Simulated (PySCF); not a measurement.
FH₈NSi₃.
SMILES with atom numbers: `[NH2:1][Si@H:2]([SiH3:3])[SiH2:4][F:5]` (hydrogens: H6, H7 on N1; H8 on Si2; H9, H10, H11 on Si3; H12, H13 on Si4)

Method: PBE0-D3(BJ)/def2-SVP geometry optimisation, gas phase (PySCF); density fitting, grid level 1; the optimiser is geomeTRIC in internal coordinates, started from a GFN2-xTB structure.

Step 0: E = -27946.7252 eV
```
atom  x, y, z in Å  |  force x, y, z in eV/Å
N1     -0.2696    1.8198    0.3477   -0.087   0.026   0.384
Si2    -0.0372    0.3274   -0.5049   -0.161   0.838  -0.039
Si3    -1.8598   -0.9985    0.0422    0.092  -0.263   0.042
Si4     2.0492   -0.3798    0.1755    0.288  -0.843  -0.168
F5      2.3468   -1.7145   -0.6923   -0.008  -0.693  -0.604
H6     -1.1740    2.2618    0.3183   -0.356   0.143   0.019
H7      0.4433    2.5311    0.3168    0.282   0.203  -0.039
H8     -0.0171    0.5490   -1.9796    0.081  -0.307  -0.336
H9     -3.1403   -0.4771   -0.4549   -0.346   0.405  -0.301
H10    -2.0336   -1.1490    1.4908    0.102   0.041   0.598
H11    -1.7253   -2.3500   -0.5068    0.138  -0.537  -0.292
H12     3.2221    0.4466   -0.1156    0.200   0.827  -0.051
H13     2.1903   -0.8679    1.5461   -0.226   0.158   0.787
```

Step 1: E = -27946.9680 eV
```
atom  x, y, z in Å  |  force x, y, z in eV/Å
N1     -0.2696    1.8793    0.3676    0.045   0.009   0.034
Si2    -0.0379    0.3902   -0.5132   -0.062   0.099  -0.051
Si3    -1.8068   -1.0344    0.0543   -0.024   0.011  -0.022
Si4     2.0260   -0.4864    0.1513   -0.160   0.000  -0.136
F5      2.3017   -1.8331   -0.7405    0.051   0.140   0.125
H6     -1.1814    2.3259    0.3453    0.012  -0.037   0.003
H7      0.4567    2.5879    0.3220   -0.015  -0.011  -0.006
H8     -0.0045    0.5284   -2.0139   -0.002  -0.071  -0.002
H9     -3.0811   -0.4523   -0.4726   -0.046  -0.014   0.028
H10    -1.9133   -1.1619    1.5393    0.003   0.012   0.026
H11    -1.6283   -2.3963   -0.5304    0.026  -0.018  -0.044
H12     3.1077    0.5095   -0.1216    0.092  -0.087   0.044
H13     2.0258   -0.8579    1.5958    0.077  -0.033   0.000
```

Task: Estimate the geometry and energy of step 2. (The exact step hangs on the optimiser's Hessian estimate; all steps are aligned on step 1, rigid shifts and turns removed.)

Result: E = -27946.9764 eV, largest force 0.065 eV/Å
```
atom  x, y, z in Å  |  force x, y, z in eV/Å
N1     -0.2707    1.8836    0.3657    0.041  -0.006   0.003
Si2    -0.0455    0.3975   -0.5202   -0.030   0.051  -0.018
Si3    -1.8130   -1.0313    0.0509   -0.011  -0.012   0.000
Si4     2.0211   -0.4777    0.1519   -0.036  -0.028  -0.047
F5      2.3100   -1.8248   -0.7283    0.011   0.020   0.009
H6     -1.1835    2.3271    0.3499   -0.010  -0.010   0.008
H7      0.4541    2.5928    0.3164   -0.007   0.005  -0.006
H8     -0.0148    0.5207   -2.0220    0.006  -0.035   0.002
H9     -3.1012   -0.4610   -0.4586   -0.006  -0.010   0.021
H10    -1.9057   -1.1628    1.5378    0.005   0.000   0.000
H11    -1.6240   -2.3892   -0.5446    0.013   0.010  -0.021
H12     3.1336    0.4870   -0.1090    0.020   0.000   0.030
H13     2.0345   -0.8630    1.5934    0.004   0.013   0.018
```

The energy changes by -0.0084 eV. The first-order estimate −F·Δx gives -0.0138 eV and the mean of the old and new forces, exact on a quadratic surface, -0.0084 eV. The step makes an angle of 51° with the force vector and moves no atom by more than 0.037 Å.

What follows is the cost of the whole optimisation. Time: 50 s of wall time; peak memory 0.59 GiB. Hardware: one thread of an Arm Neoverse V2, shared host with 96 logical CPUs at a one-minute load of 91.
